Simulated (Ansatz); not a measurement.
Species: AlOBr, net charge 1, doublet state. SMILES of the parent species: [O]=[Al][Br]

Atoms: Al1, O2, Br3. Bonds: Al1-O2, Al1-Br3.

Bond lengths (Å) and angles (degrees) optimised at HF/3-21G with Ansatz (a quantum-chemistry and plane-wave program); HF/6-31G* with LANL2DZ past Ar with Ansatz; PBE/6-31G* with LANL2DZ past Ar with Ansatz; B3LYP/LANL2DZ with Ansatz; B3LYP/6-31G* with LANL2DZ past Ar with Ansatz; MP2/6-31G* with LANL2DZ past Ar with Ansatz, each started from the B3LYP-D3(BJ)/def2-TZVP structure (Ansatz) of the last column. A row stands for all coordinates that are equal there. 6-31G* holds six Cartesian d functions. No wavenumbers were computed at PBE/6-31G* with LANL2DZ past Ar, B3LYP/LANL2DZ, MP2/6-31G* with LANL2DZ past Ar, so these may be saddle points.

```json
[
 {"coordinate": "Al1-O2", "HF/3-21G": "1.749", "HF/6-31G* with LANL2DZ past Ar": "1.700", "PBE/6-31G* with LANL2DZ past Ar": "1.734", "B3LYP/LANL2DZ": "1.775", "B3LYP/6-31G* with LANL2DZ past Ar": "1.726", "MP2/6-31G* with LANL2DZ past Ar": "1.729", "B3LYP-D3(BJ)/def2-TZVP": "1.708"},
 {"coordinate": "Al1-Br3", "HF/3-21G": "2.231", "HF/6-31G* with LANL2DZ past Ar": "2.164", "PBE/6-31G* with LANL2DZ past Ar": "2.200", "B3LYP/LANL2DZ": "2.261", "B3LYP/6-31G* with LANL2DZ past Ar": "2.184", "MP2/6-31G* with LANL2DZ past Ar": "2.161", "B3LYP-D3(BJ)/def2-TZVP": "2.150"},
 {"coordinate": "O2-Al1-Br3", "HF/3-21G": "180.0", "HF/6-31G* with LANL2DZ past Ar": "180.0", "PBE/6-31G* with LANL2DZ past Ar": "180.0", "B3LYP/LANL2DZ": "180.0", "B3LYP/6-31G* with LANL2DZ past Ar": "180.0", "MP2/6-31G* with LANL2DZ past Ar": "180.0", "B3LYP-D3(BJ)/def2-TZVP": "180.0"}
]
```

Mean signed difference of all 2 bond lengths from B3LYP-D3(BJ)/def2-TZVP: HF/3-21G 0.060 Å, HF/6-31G* with LANL2DZ past Ar 0.002 Å, PBE/6-31G* with LANL2DZ past Ar 0.038 Å, B3LYP/LANL2DZ 0.089 Å, B3LYP/6-31G* with LANL2DZ past Ar 0.026 Å, MP2/6-31G* with LANL2DZ past Ar 0.016 Å.
